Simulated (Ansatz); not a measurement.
The same ligand exchange along the group B, Al, Ga, In.

Isolated molecules relaxed with PBE0-D4/def2-TZVP in Ansatz; ΔE leaves out vibrations. CCSD(T)/CBS adds triple-zeta CCSD(T) − MP2 to the extrapolated MP2 energy (def2 sets, frozen cores). This one scheme is used for every species. Elements past krypton have def2 core potentials. For Br, Ga, In outer-core shells are correlated without core-valence functions, which leaves a few kJ/mol of doubt a bond. Scalar relativity is left out up to krypton. Each species was taken in one conformer, which may not be the lowest.

```csv
reaction,HF/CBS(def2) (kcal/mol),CCSD(T)/CBS(def2) (kcal/mol)
`SB(S)Br` + H–F → `FB(S)S` + HBr,-17.9,-9.9
`[SH][Al]([SH])[Br]` + H–F → `[F][Al]([SH])[SH]` + HBr,-6.8,-3.9
`[SH][Ga]([SH])[Br]` + H–F → `[F][Ga]([SH])[SH]` + HBr,9.3,12.3
`[SH][In]([SH])[Br]` + H–F → `[F][In]([SH])[SH]` + HBr,19.0,19.3
```

Largest T1 diagnostic: 0.015, for `[F][In]([SH])[SH]`.
